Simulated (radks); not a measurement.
Results of a calculation; reference values are marked as such.
All-electron atom: the molybdenum ion Mo+ in [Kr] 4d5. Level of theory: non-relativistic Kohn-Sham, LDA (Slater exchange, Perdew-Wang correlation), spin-unpolarised, spherical densities, point nucleus; relativity is left out, which matters for an element this heavy (a radial shooting solver on a logarithmic mesh with Libxc functionals).

Unscreened Slater integrals over Kohn-Sham orbitals (eV).

F0(4d,4d): 13.290
F2(4d,4d): 6.4510
F4(4d,4d): 4.1439
F0(4d,4p): 15.643
F2(4d,4p): 7.3237
G1(4d,4p): 8.9954
G3(4d,4p): 5.4270
F0(4d,4s): 16.096
G2(4d,4s): 6.3994
F0(4d,3d): 18.447
F2(4d,3d): 2.9864
F4(4d,3d): 1.2483
G0(4d,3d): 0.93115
G2(4d,3d): 1.0425
G4(4d,3d): 0.78330
F0(4p,4p): 19.629
F2(4p,4p): 10.268
F0(4p,4s): 20.519
G1(4p,4s): 13.929
F0(4p,3d): 25.573
F2(4p,3d): 5.7800
G1(4p,3d): 1.8442
G3(4p,3d): 1.7789
F0(4s,4s): 21.551
F0(4s,3d): 27.613
G2(4s,3d): 2.1667
F0(3d,3d): 59.761
F2(3d,3d): 29.455
F4(3d,3d): 18.717

Derived for the open shells (J is the average intra-shell exchange parameter used in DFT+U). 4d: Racah B = F2/49 - 5 F4/441 = 0.08467 eV, C = 35 F4/441 = 0.3289 eV, C/B = 3.88, F4/F2 = 0.642, J = (F2 + F4)/14 = 0.7568 eV.
